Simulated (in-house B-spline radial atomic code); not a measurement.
## OLYP excitations of K7+

Method: OLYP. Computed with a B-spline radial code for spherical atoms: linear response of the closed shell [Ne] 3s2 with the functional's adiabatic kernel; scalar-relativistic (spin-free one-electron X2C), finite nucleus, no spin-orbit coupling, no double excitations, S, P, D and F terms only.

Command:
```bash
python run_td.py task.json out
```
Settings (radii: box in bohr, nucleus in fm):
```
Z                        19
electrons                12
configuration            [Ne] 3s2
hamiltonian              x2c
method                   optx,lyp
box_radius               12.81
rms_radius               3.4349
intervals                71
```

Time taken, with all properties: 0.5 s on 1 thread of Arm Neoverse N1, with other jobs on the host.

The lowest states, in the order of their Tamm-Dancoff energies; the method's threshold (minus the highest occupied level) is 145.60 eV. Labels give the largest channel, * marks a mixed state, and oscillator strengths are full-response dipole values. Semilocal kernels can invert the small singlet-triplet splittings of Rydberg terms. Energies in eV:

```
     state  full response  Tamm-Dancoff  oscillator strength
3s → 3p 3P         13.566        14.425                    -
3s → 3p 1P         23.245        23.886                 1.09
3s → 3d 3D              ?             ?                    -
3s → 3d 1D          45.85         45.88                    -
3s → 4s 3S          75.94         75.97                    -
3s → 4s 1S          78.26         78.33                    -
3s → 4p 3P              ?             ?                    -
3s → 4p 1P          84.01         84.06                0.232
3s → 4d 3D          92.47         92.50                    -
3s → 4d 1D          93.22         93.25                    -
3s → 4f 3F          95.43         95.51                    -
3s → 4f 1F          96.82         96.86                    -
3s → 5s 3S         106.94        106.95                    -
3s → 5s 1S         107.67        107.70                    -
3s → 5p 3P         110.07        110.08                    -
3s → 5p 1P         110.45        110.47               0.0801
3s → 5d 3D         114.34        114.36                    -
3s → 5d 1D         114.61        114.62                    -
```

(1) Where does 3s → 3d 3D lie?

(2) Where does 3s → 4p 3P lie?

(3) How large is the singlet-triplet splitting of 3s → 3p (P terms) in Tamm-Dancoff?

(4) What polarisabilities and dispersion coefficient does the method give?

Results:

(1) At 41.49 eV in full response, 41.82 eV in Tamm-Dancoff.

(2) At 82.84 eV in full response, 82.87 eV in Tamm-Dancoff.

(3) 9.46 eV, from the unrounded values.

(4) Dipole 1.566 bohr³, quadrupole 1.074 bohr⁵, C6 1.69 hartree·bohr⁶ for two such species.
